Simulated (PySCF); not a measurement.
**Correlation energy of V³⁺ (vanadium, charge +3)**

[Ar] 3d2, high-spin 3F determinant. All numbers are calculated (PySCF 2.14, scalar relativity by spin-free X2C-1e, in ANO-RCC-VTZP). Frozen: [Ar]; 2 electrons correlated.

With two correlated electrons CCSD is exact within the correlated space (frozen core and kept virtual orbitals).

| level | correlation energy (mhartree) |
| --- | --- |
| CCSD | -5.37 |

Diagnostics: T1 = 0.00078, D1 = 0.0011, largest double amplitude 0.021.

Problem. Is a single reference adequate?

Solution. Yes: T1 lies below 0.03 and no double amplitude reaches 0.07.
